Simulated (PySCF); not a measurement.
**Indium: a sound run and one with changed settings**

Sound run: In+ [Kr] 4d10 5s2, In(2+) [Kr] 4d10 5s1. Calculation: PySCF 2.14, in cc-pVDZ-PP with ECP28MDF; scalar relativity through the core potential. The sound run starts from symmetry-adapted Hartree-Fock orbitals and uses a fine grid where one is needed.

Changed run: basis STO-3G, all-electron and non-relativistic. This setting is unsound on purpose.

```csv
species,method,sound run (hartree),changed run (hartree),converged
In+,UHF,-189.01390,-5682.72828,yes
In+,M06-L,-190.04935,-5684.76127,yes
In+,B3LYP,-189.97296,-5684.63020,yes
In(2+),UHF,-188.38874,-5682.23005,yes
In(2+),M06-L,-189.36357,-5684.21872,yes
In(2+),B3LYP,-189.27205,-5684.06820,yes
```

Ionisation energy of In+:

```csv
method,sound run (eV),changed run (eV)
UHF,17.011,13.558
M06-L,18.661,14.764
B3LYP,19.073,15.293
```

A minimal basis cannot let orbitals breathe on ionisation and holds almost no correlation. The Hamiltonian changed with the basis, so the totals do not compare.

For comparison, NIST gives 18.870 eV between the lowest levels.
